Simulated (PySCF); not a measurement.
SMILES COC[CH]O (C3H7O2), doublet (CAM-B3LYP/def2-SVP optimised geometry):

```
12

C     -0.242     1.952     0.860
O      0.149     0.610     0.854
C     -0.608    -0.216     0.000
C      0.048    -1.553     0.000
O      1.399    -1.553     0.000
H     -1.280     2.073     1.223
H      0.430     2.498     1.537
H     -0.176     2.404    -0.148
H     -0.625     0.241    -1.019
H     -1.662    -0.294     0.332
H     -0.409    -2.404    -0.510
H      1.662    -0.720     0.425
```

Calculation: unrestricted CAM-B3LYP/def2-TZVP in PySCF.

Problem. What are the frontier orbital energies (α orbitals alone; a β orbital can be the lowest empty one) and the dipole moment?

Solution. HOMO-2 -11.12 eV, HOMO-1 -9.40 eV, HOMO -6.29 eV, LUMO 1.94 eV, LUMO+1 2.62 eV; dipole moment 2.61 D.

On the same geometry unrestricted PBE/def2-TZVP in PySCF gives HOMO-2 -8.04 eV, HOMO-1 -6.31 eV, HOMO -3.46 eV, LUMO 0.28 eV, LUMO+1 0.89 eV; dipole moment 2.30 D.

Meta-Löwdin charges at CAM-B3LYP/def2-TZVP: C1 -0.11, O2 -0.40, C3 -0.01, C4 0.00, O5 -0.45, H6 0.10, H7 0.13, H8 0.09, H9 0.08, H10 0.10, H11 0.12, H12 0.35.
